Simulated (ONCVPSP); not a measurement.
Configuration tests for Tc (ONCV)

| Quantity | Value |
| --- | --- |
| Element | Tc (Z = 43) |
| Generator | ONCVPSP 4.0.1 |
| Type | optimised norm-conserving Vanderbilt (ONCV) |
| Functional | revPBE |
| Relativity | scalar-relativistic |
| Frozen core | [Kr] |
| Valence charge | 7 |
| Reference configuration | 4d5 5s1.5 5p0.5 |
| Partial waves | 5s: rc 2.35 bohr, ncon 4, nbas 7, qcut 3.5 1/bohr, 3 projectors, debl 1.4 Ha; 5p: rc 3.80 bohr, ncon 5, nbas 10, qcut 2.4 1/bohr, 2 projectors, debl 2.4 Ha; 4d: rc 1.70 bohr, ncon 4, nbas 8, qcut 7.2 1/bohr, 3 projectors, debl 1.3 Ha |
| Local potential | polynomial inside 1.10 bohr (lpopt 4, dvloc0 0 Ha) |
| Core correction | polynomial model core, fcfact 0.55 |

Energies are relative to the spin-unpolarised reference configuration 4d5 5s1.5 5p0.5; without spin polarisation the order of configurations can differ from experiment.

```
valence configuration  charge  ΔE all-electron (eV)  error AE − PS (meV)
          4d5 5s2 5p0       0                -1.838                  0.0
          4d4 5s2 5p0      +1                 9.768                 -120
```

Task: What are ΔE and the potential's error for 4d5 5s1 5p0?

Result: ΔE = 6.223 eV all-electron; the error (AE − PS) is -7.2 meV.

Task: What are ΔE and the potential's error for 4d5 5s0 5p0?

Result: ΔE = 20.926 eV all-electron; the error (AE − PS) is -45 meV.

Note: ghosts flagged at negative energy: s at -662.2 eV, s at -31.2 eV; GHOST(+) flagged for p at 19.3 eV. A true bound ghost makes a file unfit for plane-wave use.
